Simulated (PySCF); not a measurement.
A structure optimised at B3LYP-D3(BJ)/def2-SVP, used in a PySCF frequency run:

```xyz
4

Au     0.0000     0.0000    -0.0240
Cl     0.0000     0.0000     2.2459
O      0.0000     0.0000    -3.0779
C      0.0000     0.0000    -1.9435
```
Charge 0, spin multiplicity 1.

Problem. Write its SMILES, formula and point group.

Solution. [O+]#[C-]->[Au][Cl], CAuClO, C∞v

Problem. What are its rotational constants (standard atomic weights)?

Solution. 1.3447 GHz (linear rotor, B only)
